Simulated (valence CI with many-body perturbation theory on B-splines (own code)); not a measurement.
Results of a calculation; reference values are marked as such.
## Basis-set convergence for Ni21+

Level of theory: configuration interaction combined with many-body perturbation theory (CI+MBPT): five valence electrons over a frozen Dirac-Fock core [He], a basis of 9 s, 9 p, 8 d, 6 f, 3 g, 1 h functions for each j, with the one-electron correlation potential Σ1, the two-electron term Σ2, the three-electron term Σ3, Breit, model QED; selected CI, second order for the rest, scaled by the run's own slope (own B-spline code, finite nucleus).

No measured spectrum was set against this ion. As an estimate, levels of excited configurations hold to 0.05 to 0.15 % of their energy, terms of the ground configuration to about 0.5 %. Among the levels kept, up to 3700 cm⁻¹ of a level comes from second order outside the variational space, and about a tenth of that is noise between levels of different J, which matters for small intervals.

The reference run has the lowest level 2s²2p³ ⁴S°_3/2 and an ionisation energy of 1879.39 eV. Its largest variational space holds 27256 state functions.

Names give the largest LS component (configuration and term), which can be under half, so a name can repeat, a term be missing and a line seem to break the LS rules; names also repeat where a configuration has a term twice.

Changed runs:
A. basis 6 s, 6 p, 5 d, 3 f, 1 g
B. basis 5 s, 5 p, 4 d, 2 f

Excitation energies of the reference run in cm⁻¹, and shifts in cm⁻¹:

```tsv
Level	Reference	A	B
2s²2p³ ²D°_3/2	157812	+167	+523
2s²2p³ ²D°_5/2	209659	+214	+622
2s²2p³ ²P°_1/2	303135	+225	+727
2s²2p³ ²P°_3/2	400447	+200	+635
2s2p⁴ ⁴P_5/2	848160	+47	+142
2s2p⁴ ⁴P_3/2	942943	+30	+119
2s2p⁴ ⁴P_1/2	967942	+36	+165
2s2p⁴ ²D_3/2	1176690	+291	+927
2s2p⁴ ²D_5/2	1203850	+302	+921
2s2p⁴ ²S_1/2	1345440	+325	+1106
2s2p⁴ ²P_3/2	1399790	+337	+1083
2s2p⁴ ²P_1/2	1537200	+316	+1077
Ionisation energy (eV)	1879.39	-0.024	-0.08
```
